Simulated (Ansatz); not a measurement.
The inner images of a band of ClH3Sn + H (6 atoms, charge 0, multiplicity 2) are given out of order.

The calculation used UKS PBE-D4/def2-SVP in Ansatz.

First end point:

```xyz
6
Properties=species:S:1:pos:R:3
Sn 0.003 0.000 -0.190
Cl 0.021 0.000 2.189
H 1.654 0.000 -0.688
H -0.828 1.433 -0.669
H -0.828 -1.433 -0.669
H -0.019 0.000 5.279
```

Last end point:

```xyz
6
Properties=species:S:1:pos:R:3
Sn 0.000 0.000 -0.262
Cl 0.003 0.000 3.396
H 1.636 0.000 -0.861
H -0.819 1.417 -0.859
H -0.819 -1.417 -0.859
H 0.001 0.000 4.697
```

Problem. Put them in order from the first end to the last, with their energies above the first end.
A.
```xyz
6
Properties=species:S:1:pos:R:3
Sn 0.002 0.000 -0.073
Cl 0.003 0.000 2.871
H 1.657 0.000 -0.590
H -0.828 1.435 -0.584
H -0.828 -1.435 -0.584
H -0.003 0.000 4.211
```
B.
```xyz
6
Properties=species:S:1:pos:R:3
Sn -0.001 0.000 -0.154
Cl 0.002 0.000 3.139
H 1.643 0.000 -0.724
H -0.822 1.423 -0.728
H -0.822 -1.423 -0.728
H 0.002 0.000 4.447
```
C.
```xyz
6
Properties=species:S:1:pos:R:3
Sn 0.001 0.000 -0.003
Cl 0.005 0.000 2.469
H 1.653 0.000 -0.506
H -0.826 1.431 -0.501
H -0.826 -1.431 -0.501
H -0.004 0.000 4.293
```
D.
```xyz
6
Properties=species:S:1:pos:R:3
Sn 0.002 0.000 -0.126
Cl 0.009 0.000 2.253
H 1.655 0.000 -0.613
H -0.828 1.433 -0.605
H -0.828 -1.433 -0.605
H -0.009 0.000 4.947
```
E.
```xyz
6
Properties=species:S:1:pos:R:3
Sn 0.001 0.000 -0.064
Cl 0.005 0.000 2.323
H 1.656 0.000 -0.544
H -0.828 1.434 -0.539
H -0.828 -1.434 -0.539
H -0.004 0.000 4.614
```

Solution. D (+0.008 eV), E (+0.047 eV), C (+0.125 eV), A (-0.361 eV), B (-0.486 eV).

Run time: 110 s on 1 thread of Intel(R) Xeon(R) Platinum 8259CL CPU @ 2.50GHz (Skylake/Cascade Lake), on a shared host, peak memory 0.14 GiB.
